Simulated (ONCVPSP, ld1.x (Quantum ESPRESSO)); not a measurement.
# Potentials for Cr compared

Generated with ld1.x 7.5 (TM, RRKJ, ultrasoft, PAW), atompaw 4.2 or ONCVPSP 4.0.1. The cutoff is in Ry: for ld1.x and atompaw files where the sum of valence levels is converged to 10 mRy in a Bessel basis, for ONCV files where the hardest occupied wave has 1 mHa per electron of residual kinetic energy. The error is the largest all-electron minus pseudo excitation energy over each file’s own four to seven test configurations (ionisations up to +4, promotions, holes and added fractions of an electron), all of which were solved. The labels leave out finer settings (local radius, basis sizes, second energies), which also bear on the numbers. Spin-polarised tests are not counted. The rows are a selection from randomly drawn settings: files with unsolved tests, undetermined cutoffs or missed reference levels are left out.

A true bound ghost makes a file unfit for plane-wave use even where its test errors are small: the radial tests pick states by their node count and pass the ghost by.

| potential | cutoff (Ry) | largest error (meV) | bound ghosts |
| --- | --- | --- | --- |
| ONCV, PBEsol, scalar-relativistic, rc 1.25/1.15/1.95 (spd), local smoothed, core correction yes, reference 3s2 3p6 3d5 4s0.5, qcut 11.1/11.2/7.3, projectors 2/1/2 | 80 | +27 | none |
| ONCV, LDA (Perdew-Zunger), fully relativistic, rc 1.20/1.85/1.40 (spd), local smoothed, core correction yes, reference 3s2 3p6 3d5 4s0.5 4p0.5, qcut 12.1/7.9/13.2, projectors 2/2/2 | 110 | +4.3 | none |
| ONCV, LDA (Perdew-Wang 92), scalar-relativistic, rc 1.10/1.15/1.70 (spd), local smoothed, core correction yes, reference 3s2 3p6 3d4, qcut 5.2/7.4/5.7, projectors 2/2/2 | 260 | -266 | none |
| ONCV, PBE, scalar-relativistic, rc 2.35/2.25/1.00 (spd), local d, core correction yes, reference 3d4 4s2, qcut 2.9/4.2/8.3, projectors 2/2/0 | 462 | -373 | s, p |
| TM, PW91, scalar-relativistic, rc 1.15/1.35/1.05/1.30 (spdf), local f, core correction yes, reference 3s2 3p6 3d5 4s0 4p0 | 160 | +469 | none |

Fill in the row for Cr: TM, PBE, scalar-relativistic, rc 2.40/3.65/1.95 (spd), local smoothed, core correction no, reference 3d5 4s0 4p0.

cutoff 70 Ry, largest error -430 meV, bound ghosts: none.

Fill in the row for Cr: ONCV, LDA (Perdew-Wang 92), scalar-relativistic, rc 1.20/1.75/2.05 (spd), local smoothed, core correction no, reference 3s2 3p6 3d5 4p1, qcut 11/7.9/7.4, projectors 2/2/2.

cutoff 89 Ry, largest error +40 meV, bound ghosts: none.
